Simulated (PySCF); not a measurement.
Al(F)(GeH3)(H) (AlFGeH₄), SMILES [F][AlH][GeH3]. Atoms are numbered in the order given.

```xyz
7

Al    -0.0691     0.1759    -1.3848
F      1.2254     1.1011    -1.8992
Ge    -0.2539    -0.3288     1.0273
H     -0.1548    -1.8523     1.2815
H      0.8379     0.3558     1.8767
H     -1.6277     0.1163     1.5833
H     -1.0626    -0.2937    -2.5210
```
Charge 0, spin multiplicity 1.

Geometry optimised at B3LYP-D3(BJ)/def2-SVP.

Calculation: HF/pcSseg-1 run with PySCF.

GIAO shieldings, no solvent; atoms alike by connectivity are averaged. δ = σ(ref) − σ: ¹⁹F against CFCl3 (σ = 238.5 ppm); ⁷³Ge against GeH4 (σ = 1776.1 ppm); ¹H against TMS (σ = 31.99 ppm), references at their B3LYP-D3(BJ)/def2-TZVP geometries, non-relativistic.

| atoms | nucleus | count | δ (ppm) |
|---|---|---|---|
| F2 | ¹⁹F | 1 | -103.6 |
| Ge3 | ⁷³Ge | 1 | -75.2 |
| H7 | ¹H | 1 | ? |
| H4, H5, H6 | ¹H | 3 | ? |

Question: What belongs in the gaps? (Estimate from the structure and the level; the computed values follow.)

Answer: 
- H7, δ (ppm): 5.15
- H4, H5, H6, δ (ppm): 3.38
